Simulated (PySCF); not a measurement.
## Fractional electron number in Cu (copper, neutral)

The 4s alpha orbital of [Ar] 3d10 4s1 is emptied in steps (occupation f), with all orbitals relaxed, ending at [Ar] 3d10. Computed with PySCF 2.14 in aug-pcseg-2 (7s5p4d3f2g, 81 functions), with the non-relativistic Hamiltonian (point nucleus). The exact energy is a straight line in f; departures are measured from the line between the end points of the same method.

| f | UHF (eV) | LDA (eV) | PBE (eV) |
| --- | --- | --- | --- |
| 1 | 0.000 | 0.000 | 0.000 |
| 0.9 | 0.009 | -0.305 | -0.300 |
| 0.7 | 0.020 | -0.716 | -0.706 |
| 0.5 | 0.023 | -0.857 | -0.848 |
| 0.3 | 0.019 | -0.723 | -0.718 |
| 0.1 | 0.008 | -0.310 | -0.310 |
| 0 | 0.000 | 0.000 | 0.000 |

Task: For UHF, how does the orbital energy at f = 1 compare with the removal energy?

Result: −ε = 6.538 eV against a total-energy difference of 6.438 eV. By Janak's theorem ε = ∂E/∂f, so the gap between them reflects the curvature. Along the path −ε is 6.515 (f = 0.9), 6.473 (f = 0.7), 6.435 (f = 0.5), 6.400 (f = 0.3), 6.367 (f = 0.1) eV.

```
method  E(f=0) − E(f=1) (eV)  −ε at f=1 (eV)  −ε at f=0.5 (eV)
   UHF                 6.438           6.538             6.435
   LDA                 8.388           5.013             8.368
   PBE                 8.148           4.830             8.114
```

Reference removal energy between the ground levels: 7.726 eV (measured; NIST Atomic Spectra Database, ionization energies). UHF lacks correlation.
